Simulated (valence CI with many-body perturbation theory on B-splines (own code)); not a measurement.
# Ir XLV: calculated level list

Computed by relativistic CI+MBPT: five valence electrons over a frozen Dirac-Fock core [Ar] 3d10, radial functions for each j: 11 s, 11 p, 10 d, 8 f, 5 g, 2 h, with the one-electron correlation potential Σ1 (screened to all orders), the two-electron term Σ2, the three-electron term Σ3, Breit, model QED; selected single and double excitations, second order for the rest, scaled by the run's own slope (own B-spline code, finite nucleus).

The last digits are not significant, and no measured levels were compared; by estimate large intervals hold to a few tenths of a per cent, small ones and those within an open d or f shell to about a per cent. Among the levels kept, up to 2200 cm⁻¹ of a level comes from second order outside the variational space, and about a tenth of that is noise between levels of different J, which matters for small intervals.

Levels 136 to 180 of 187, with energies above the lowest level, (4s^2 4p1/2^2 4p3/2) J=3/2. "Leading %" is the weight of the configuration and term that name the level; weights of strongly mixed levels are sums over their largest components and can fall short, so below about 35 % the name and the second component can differ from the true leading terms, or belong to a minority configuration. In the jj column 3d3/2^4 stands for four electrons in 3d with j = 3/2. Lifetimes count E1, E2, E3, M1 and M2 decay at the calculated energies, and are blank where another channel may lead or the interval is too uncertain; long ones can be off by a factor of two.

```csv
No.,Configuration,Term,J,E (Ry),Leading %,Leading jj,Lifetime
136,4s4p³4d,²D°,3/2,41.620,28,4s 4p1/2 4p3/2^2 4d5/2 (79 %),493 fs
137,4s4p²4d²,⁴F,7/2,42.257,25,4s 4p1/2^2 4d3/2 4d5/2 (87 %),4.53 ps
138,4s4p²4d²,⁴F,5/2,42.432,17,4s 4p1/2^2 4d3/2 4d5/2 (85 %),4.11 ps
139,4s4p²4d²,⁶D,3/2,42.620,29,4s 4p1/2^2 4d3/2 4d5/2 (92 %),3.07 ps
140,4s4p²4d²,²G,9/2,42.658,16,4s 4p1/2^2 4d3/2 4d5/2 (76 %),6.30 ps
141,4s²4p4d²,⁴F°,3/2,42.804,26,4s^2 4p3/2 4d3/2^2 (82 %),266 fs
142,4s²4p4d²,⁴D°,1/2,42.836,64,4s^2 4p3/2 4d3/2^2 (85 %),291 fs
143,4s²4p4d²,⁴F°,5/2,42.869,33,4s^2 4p3/2 4d3/2^2 (81 %),288 fs
144,4s²4p4d²,²G°,7/2,42.900,28,4s^2 4p3/2 4d3/2^2 (84 %),315 fs
145,4s4p²4d²,⁴H,7/2,42.945,21,4s 4p1/2^2 4d3/2 4d5/2 (73 %),5.64 ps
146,4s4p²4d²,⁴F,3/2,43.098,12,4s 4p1/2^2 4d3/2 4d5/2 (73 %),4.10 ps
147,4s4p²4d²,²F,5/2,43.131,24,4s 4p1/2^2 4d3/2 4d5/2 (85 %),3.36 ps
148,4s²4p4d²,²P°,3/2,43.432,24,4s^2 4p3/2 4d3/2^2 (79 %),313 fs
149,4s4p²4d²,²P,1/2,43.466,32,4s 4p1/2^2 4d3/2 4d5/2 (81 %),3.46 ps
150,4p⁵,²P°,1/2,43.517,72,4p1/2 4p3/2^4 (72 %),419 fs
151,4s²4p4d²,⁴G°,9/2,43.710,49,4s^2 4p3/2 4d3/2 4d5/2 (90 %),534 fs
152,4s²4p4d²,²F°,7/2,43.777,31,4s^2 4p3/2 4d3/2 4d5/2 (87 %),521 fs
153,4s4p³4f,⁴F,7/2,43.793,14,4s 4p1/2^2 4p3/2 4f5/2 (77 %),2.59 ps
154,4s4p³4f,⁴F,5/2,43.923,24,4s 4p1/2^2 4p3/2 4f5/2 (84 %),2.18 ps
155,4s²4p4d²,⁴D°,3/2,43.976,33,4s^2 4p3/2 4d3/2 4d5/2 (78 %),555 fs
156,4s²4p4d²,⁴P°,5/2,43.988,36,4s^2 4p3/2 4d3/2 4d5/2 (86 %),599 fs
157,4s²4p4d²,²S°,1/2,43.992,36,4s^2 4p3/2 4d3/2 4d5/2 (78 %),515 fs
158,4s²4p4d²,⁴G°,11/2,44.013,55,4s^2 4p3/2 4d3/2 4d5/2 (82 %),785 fs
159,4s²4p4d²,⁴D°,5/2,44.034,39,4s^2 4p3/2 4d3/2 4d5/2 (84 %),635 fs
160,4s4p³4f,⁴D,3/2,44.078,30,4s 4p1/2^2 4p3/2 4f5/2 (86 %),2.29 ps
161,4s4p³4f,⁶F,9/2,44.111,26,4s 4p1/2^2 4p3/2 4f7/2 (65 %),3.56 ps
162,4s²4p4d²,²F°,7/2,44.112,26,4s^2 4p3/2 4d3/2 4d5/2 (79 %),658 fs
163,4s4p³4f,⁴D,1/2,44.119,51,4s 4p1/2^2 4p3/2 4f5/2 (94 %),2.43 ps
164,4s4p²4d²,⁴F,9/2,44.286,16,4s 4p1/2^2 4d5/2^2 (52 %),1.88 ps
165,4s4p³4f,⁶F,7/2,44.336,15,4s 4p1/2^2 4p3/2 4f7/2 (70 %),4.11 ps
166,4s4p³4f,⁴G,11/2,44.367,47,4s 4p1/2^2 4p3/2 4f7/2 (95 %),3.98 ps
167,4s²4p4d²,²G°,9/2,44.462,34,4s^2 4p3/2^2 4f5/2 (45 %),979 fs
168,4s²4p4d²,²G°,7/2,44.625,22,4s^2 4p3/2 4d3/2 4d5/2 (41 %),891 fs
169,4s4p³4f,⁴F,5/2,44.649,25,4s 4p1/2^2 4p3/2 4f7/2 (76 %),2.38 ps
170,4s²4p²4f,²F°,5/2,44.728,14,4s^2 4p3/2^2 4f5/2 (60 %),1.60 ps
171,4s4p³4f,²F,5/2,44.781,20,4s 4p1/2^2 4p3/2 4f5/2 (52 %),1.67 ps
172,4s²4p4d²,²H°,11/2,44.829,33,4s^2 4p3/2 4d5/2^2 (54 %),10.0 ps
173,4s²4p²4f,²D°,3/2,44.836,33,4s^2 4p3/2^2 4f5/2 (63 %),1.81 ps
174,4s²4p4d²,²D°,5/2,44.843,31,4s^2 4p3/2 4d5/2^2 (56 %),4.27 ps
175,4s²4p²4f,⁴D°,1/2,44.937,33,4s^2 4p3/2^2 4f5/2 (56 %),1.43 ps
176,4s4p³4f,⁴H,7/2,44.953,12,4s 4p1/2^2 4p3/2 4f5/2 (40 %),1.84 ps
177,4s4p³4f,²D,3/2,45.034,24,4s 4p1/2^2 4p3/2 4f7/2 (52 %),3.03 ps
178,4s4p³4f,⁴F,3/2,45.040,26,4s 4p1/2^2 4p3/2 4f5/2 (57 %),1.72 ps
179,4s²4p4d²,²F°,5/2,45.077,47,4s^2 4p3/2 4d3/2 4d5/2 (63 %),593 fs
180,4s²4p²4f,⁴F°,9/2,45.136,26,4s^2 4p3/2^2 4f7/2 (60 %),9.49 ps
```

Where two levels of one J and parity lie close, their mixing, g and order are uncertain.
